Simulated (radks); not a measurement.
Values are calculated unless marked as measured or tabulated.
Coulomb parameter of the 3d shell of neutral cobalt in the model configuration [Ar] 3d6 4s2 4p1, as a second difference U = [E(n + 0.25) + E(n - 0.25) - 2 E(n)] / (0.25)^2 with all orbitals relaxed. "Bare": the charge of the atom changes with n. "Screened": the 4p shell takes up the change at fixed total charge, which measures U(3d,3d) + U(4p,4p) - 2 U(3d,4p). Level of theory: scalar-relativistic Kohn-Sham, BLYP, spin-unpolarised, spherical densities, finite nucleus; Fermi nuclear charge, rms radius 3.7875 fm (a radial shooting solver on a logarithmic mesh with Libxc functionals).

[
 {"case": "start", "configuration": "[Ar] 3d6 4s2 4p1", "E - E(n) (eV)": "0.000"},
 {"case": "bare +0.25", "configuration": "[Ar] 3d6.25 4s2 4p1", "E - E(n) (eV)": "-3.348"},
 {"case": "bare -0.25", "configuration": "[Ar] 3d5.75 4s2 4p1", "E - E(n) (eV)": "4.209"},
 {"case": "screened +0.25", "configuration": "[Ar] 3d6.25 4s2 4p0.75", "E - E(n) (eV)": "-2.948"},
 {"case": "screened -0.25", "configuration": "[Ar] 3d5.75 4s2 4p1.25", "E - E(n) (eV)": "3.331"}
]

U(bare) = 13.772 eV, U(screened by 4p) = 6.114 eV, against the Slater integral F0(3d,3d) = 25.849 eV with frozen orbitals. The step up makes a negative ion, whose loosely bound charge lowers the bare value.
